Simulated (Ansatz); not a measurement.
HgF2⁺. Charge 1, multiplicity 2. Geometry B3LYP-D4/def2-TZVP, that of the neutral singlet; atoms count from 1.

```xyz
3

Hg    0.000    0.000    0.000
F     1.583    1.101   -0.160
F    -1.583   -1.101    0.160
```

In the def2 sets Hg takes a core potential; there is no spin–orbit coupling. The structure comes from a short search, and lower isomers may exist.

Problem. Estimate the Mulliken populations from the PBE0/def2-TZVP orbitals of Ansatz.

Solution. 
```csv
atom,charge (e),spin (α − β),d electrons
Hg1,1.30,0.07,9.75
F2,-0.15,0.47,–
F3,-0.15,0.47,–
```
Mulliken values and Mayer orders depend strongly on the basis.

Problem. Where does the spin sit?

Solution. Summed by element: Hg 0.07, F 0.93, of 1 unpaired in all. Largest on single atoms: F2 0.47, F3 0.47, Hg1 0.07.

Problem. And the Mayer bond orders between bonded heavy atoms (over 0.3)?

Solution. Hg1–F2 0.73 (1.94 Å); Hg1–F3 0.73 (1.94 Å). Values over 0.3 also appear between atoms too far apart for a bond (F2–F3 0.40 at 3.87 Å); they arise where an orbital or an unpaired electron spreads over both atoms.
